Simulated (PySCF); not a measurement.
Compound: Sn(NMe2)2, C4H12N2Sn.
Structure used (PBE0-D3(BJ)/def2-SVP), in Å, numbered top down from 1:
```
atom  x, y, z in Å
Sn1    0.020   -0.121   -1.729
N2     1.564    0.012   -0.363
C3     1.566   -0.415    1.008
C4     2.851    0.463   -0.817
H5     2.374   -1.153    1.193
H6     0.615   -0.899    1.273
H7     1.732    0.418    1.724
H8     2.832    0.689   -1.898
H9     3.186    1.387   -0.302
H10    3.643   -0.297   -0.651
N11   -1.564   -0.058   -0.402
C12   -2.838   -0.572   -0.823
C13   -1.595    0.542    0.901
H14   -3.184   -1.420   -0.196
H15   -2.793   -0.942   -1.862
H16   -3.635    0.199   -0.780
H17   -0.653    1.065    1.119
H18   -2.412    1.291    0.974
H19   -1.771   -0.192    1.716
```

Theory: PySCF 2.14.0, PBE0-D3(BJ)/def2-SVP geometry optimisation, gas phase, def2 core potentials past Kr.

Masses are those of the commonest isotopes; rigid-rotor values at the optimised geometry. The values belong to one conformer.

Give the principal moments of inertia and the rotational constants in MHz.

Ia = 225.12, Ib = 426.97, Ic = 609.92 u·Å²; 505379 MHz·u·Å²/I gives A = 2245, B = 1184, C = 828.6 MHz.

What kind of rotor is it?

An asymmetric top. Ray's parameter κ = (2B − A − C)/(A − C) = -0.499; −1 is the prolate and +1 the oblate limit.

Is it planar, by Δ = Ic − Ia − Ib?

Not planar: Δ = Ic − Ia − Ib = -42.17 u·Å². For a rigid frame Δ = −2 Σ m c², so Σ m c² = 21.08 u·Å² lies off the ab plane: 10.18 from hydrogen and 10.90 from heavier atoms. The atom farthest from that plane is 1.38 Å away.

Give the other two planar moments, Paa and Pbb, and the rms extents of the mass along the axes.

Paa = Σ m a² = (Ib + Ic − Ia)/2 = 405.88 and Pbb = Σ m b² = (Ia + Ic − Ib)/2 = 204.04 u·Å². With the mass M = 208.00 u, the rms extents √(P/M) along a, b and c are 1.40, 0.99, 0.32 Å.

Which lines would a microwave search look for?

The dipole components are |μa| = 0.00 D, |μb| = 0.31 D, |μc| = 0.00 D; the symmetry axis of this C2 structure is b, so μa and μc vanish by symmetry and there are no a-type or c-type lines. Some lines, for components of 0.1 D or more:

```json
{"type": "b", "branch": "Q", "J(Ka,Kc)": "3(1,2) ← 3(0,3)", "MHz": "2607", "lower level (cm⁻¹)": "0.391"}
{"type": "b", "branch": "R", "J(Ka,Kc)": "1(1,1) ← 0(0,0)", "MHz": "3074", "lower level (cm⁻¹)": "0.000"}
{"type": "b", "branch": "R", "J(Ka,Kc)": "3(1,2) ← 2(2,1)", "MHz": "3332", "lower level (cm⁻¹)": "0.367"}
{"type": "b", "branch": "Q", "J(Ka,Kc)": "2(2,1) ← 2(1,2)", "MHz": "4249", "lower level (cm⁻¹)": "0.225"}
{"type": "b", "branch": "Q", "J(Ka,Kc)": "4(3,1) ← 4(2,2)", "MHz": "5526", "lower level (cm⁻¹)": "0.867"}
{"type": "b", "branch": "Q", "J(Ka,Kc)": "4(2,3) ← 4(1,4)", "MHz": "5600", "lower level (cm⁻¹)": "0.648"}
{"type": "b", "branch": "Q", "J(Ka,Kc)": "3(3,1) ← 3(2,2)", "MHz": "6237", "lower level (cm⁻¹)": "0.568"}
{"type": "b", "branch": "R", "J(Ka,Kc)": "3(1,3) ← 2(0,2)", "MHz": "6243", "lower level (cm⁻¹)": "0.199"}
{"type": "b", "branch": "Q", "J(Ka,Kc)": "4(3,2) ← 4(2,3)", "MHz": "6421", "lower level (cm⁻¹)": "0.835"}
{"type": "b", "branch": "R", "J(Ka,Kc)": "2(2,1) ← 1(1,0)", "MHz": "7563", "lower level (cm⁻¹)": "0.114"}
{"type": "b", "branch": "Q", "J(Ka,Kc)": "4(4,1) ← 4(3,2)", "MHz": "8563", "lower level (cm⁻¹)": "1.049"}
{"type": "b", "branch": "R", "J(Ka,Kc)": "3(2,1) ← 2(1,2)", "MHz": "10642", "lower level (cm⁻¹)": "0.225"}
{"type": "b", "branch": "R", "J(Ka,Kc)": "4(3,2) ← 3(2,1)", "MHz": "14054", "lower level (cm⁻¹)": "0.580"}
{"type": "b", "branch": "R", "J(Ka,Kc)": "4(3,1) ← 3(2,2)", "MHz": "14480", "lower level (cm⁻¹)": "0.568"}
```

Estimate the classical rotational partition function at 50 K, 100 K and 200 K.

Point group C2, symmetry number σ = 2; q = (√π/σ)·√((kT/h)³/(ABC)), k/h = 20836.6 MHz/K: 20100 at 50 K, 56800 at 100 K, 161000 at 200 K.

Stationary, but not proved a minimum. Constants of a rigid frame at the computed geometry: no zero-point averaging, no centrifugal distortion. A rigid rotor knows nothing of internal rotation, which can split or shift real lines. Quadrupole hyperfine structure (14N) is left out.

The run took 2.6 min on AMD EPYC 7B13, one thread (shared host), and the process peaked at 0.69 GiB of memory. These figures are those of the optimisation.
